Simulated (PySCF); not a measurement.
SMILES C[O][In]([OH])[CH]=C at its PBE0/def2-SVP optimised geometry (Å):

```
13

In    -0.7646     0.6619     0.0000
C     -2.0331    -1.0417     0.0016
C     -1.5684    -2.2953    -0.0147
H     -3.1162    -0.8731     0.0163
H     -2.2473    -3.1578    -0.0137
H     -0.4996    -2.5347    -0.0297
O     -1.3769     2.5571     0.0000
H     -0.6222     3.1578    -0.0009
O      1.2421     0.6619     0.0000
C      2.0545    -0.4660    -0.0143
H      1.9204    -1.0999    -0.9161
H      3.1162    -0.1555    -0.0067
H      1.9153    -1.1267     0.8672
```

Computed with PBE0/def2-TZVP, def2 effective core potentials past Kr (PySCF). The core electrons that the potentials of In replace are not part of the density.

Map of the electrostatic potential (hartree/e), clipped to [-0.08, 0.12] on the plane z = 0.8 Å:

```
|--------------===------------|
|-------------=====-----------|
|------::::--======-----------|
|-----::::::-======-----------|
|----:::...:-++++==-----------|
|----::..  .-*#*+==-----------|
|----::.   :=*#*+=------------|
|----::.   +#**+==-::::-------|
|-----::. .*#+++=-::::::------|
|------:::-+#%%#+-....::------|
|--------=*@@@@@*-.  .::------|
|=======+*@@@@@@@=:. .::------|
|=======+#@@@@@@@*#+::--------|
|======++#@@@@@@@*%#*+=====---|
|====++++#@@@@@@%+*@@@#*+===--|
|===++**#@@@@@@@#+#@@@%*+===--|
|===++#%@@@@%%%#*+%@@@#+=====-|
|===++*#@@@@#***++%@@@*=======|
|====+++*@@@#*++++*@@@+=======|
|=======+#@@@#*++++**+========|
|=======+#@@@%#*++============|
|======++#@@@%#*++============|
|======+*#%%#**+++============|
|======+*#*++++++=============|
|======+++++==================|
|=======+++===================|
|=============================|
|=============================|
|=============================|
```
Scale: ten equal steps from -0.080 (start of ' ') to 0.120 (end of '@'), in the order ' .:-=+*#%@'; x runs from -5.50 to 5.50, y from -5.50 (bottom) to 5.50 (top).
